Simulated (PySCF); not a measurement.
Method: B3LYP-D3(BJ)/def2-TZVP // PBE0-D4/def2-SVP run with PySCF. Gas-phase values, no solvent. B3LYP has the VWN-RPA correlation part, as in Gaussian. 

Reference species: [In(H)3(NH3)] (neutral, multiplicity 1).

```
Property                  Result
----------------------  --------
dipole moment             4.80 D
S1 oscillator strength     0.002
HOMO–LUMO gap            6.24 eV
LUMO                    -0.87 eV
```

Changed species: [In(H)3(CO)] (adduct with CO; the reference has adduct with NH3).

Question: Predict the effect on the dipole moment, S1 oscillator strength, HOMO–LUMO gap and LUMO.

Answer: the dipole moment falls by 3.22 D, to 1.58 D; the S1 oscillator strength hardly moves; the HOMO–LUMO gap decreases by 0.60 eV, to 5.64 eV; the LUMO falls by 1.26 eV, to -2.13 eV.
